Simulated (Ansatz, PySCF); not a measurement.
This Ansatz (a program for electronic structure) input computes a SVWN5/def2-TZVPD energy:

Ansatz 0.2 input:
```yaml
crystal:
  periodic: [false, false, false]
  atoms:
    - {symbol: I, position_ang: [-0.00000000, -0.00000000, -1.34736833]}
    - {symbol: I, position_ang: [0.00000000, 0.00000000, 1.34736833]}
basis:
  gaussian:
    orbitals: def2-TZVPD
hamiltonian:
  xc: {name: SVWN5}
output: {forces: true}
```

Question: Write an input for the same energy in PySCF and say what it gives.

Answer: 
```python
from pyscf import gto, scf, dft

mol = gto.M(
    atom='''
    I    -0.00000000   -0.00000000   -1.34736833
    I     0.00000000    0.00000000    1.34736833
    ''',
    basis='def2-tzvpd',
    ecp='def2-tzvp',
    charge=0,
    spin=0,
    verbose=4,
)

mf = dft.RKS(mol, xc='svwn').density_fit(auxbasis='def2-universal-jkfit')
mf.grids.level = 3
mf.conv_tol = 1e-9
mf.max_cycle = 100
mf.max_memory = 1500
mf.kernel()
if not mf.converged:
    mf = mf.newton()
    mf.kernel(mf.make_rdm1())
mf.analyze()
```
It gives -594.61991 Eh, and Ansatz -594.61990 Eh, a difference of 0.01 mEh.
